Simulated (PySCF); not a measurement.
**The third ionisation energy along the 5p block**

All values are computed (PySCF 2.14, energy differences of UHF-based or UKS calculations, no spin-orbit coupling). Values in eV. The last column holds reference values (NIST; (s) semi-empirical, (t) theoretical, else measured). Unmarked ones compare directly (S terms, centres of terms, or small fine structure); those marked * lie between the lowest fine-structure levels and include a spin-orbit shift.

```
                         element                         configurations     UHF  SCS-MP2 (valence and next inner shell)  CCSD (valence and next inner shell)     LDA    PBE0  CCSD (valence)           reference
In (ANO-RCC-VTZP, spin-free X2C)              [Kr] 4d10 5s1 → [Kr] 4d10  26.609                                  27.784                               27.798  28.930  28.173             n/a              28.044
Sn (ANO-RCC-VTZP, spin-free X2C)          [Kr] 4d10 5s2 → [Kr] 4d10 5s1  28.535                                  30.391                               30.217  31.130  30.321          29.421              30.506
Sb (ANO-RCC-VTZP, spin-free X2C)      [Kr] 4d10 5s2 5p1 → [Kr] 4d10 5s2  24.162                                  24.513                               24.611  24.967  24.754          24.436            25.323 *
Te (ANO-RCC-VTZP, spin-free X2C)  [Kr] 4d10 5s2 5p2 → [Kr] 4d10 5s2 5p1  27.071                                  27.509                               27.583  27.812  27.639          27.435      27.84 ± 0.04 *
 I (ANO-RCC-VTZP, spin-free X2C)  [Kr] 4d10 5s2 5p3 → [Kr] 4d10 5s2 5p2  29.907                                  30.411                               30.468  30.540  30.441          30.341     29.57 ± 0.025 *
Xe (ANO-RCC-VTZP, spin-free X2C)  [Kr] 4d10 5s2 5p4 → [Kr] 4d10 5s2 5p3  29.389                                  30.294                               30.366  30.858  30.527          30.217  31.05 ± 0.04 (s) *
```

"Valence" correlates the outer s and p shells and, in groups 3 to 12 and the f block, the outer d or f shell, open or full, or the next shell where the ion has no valence electron left; the wider scheme adds the next inner shell.
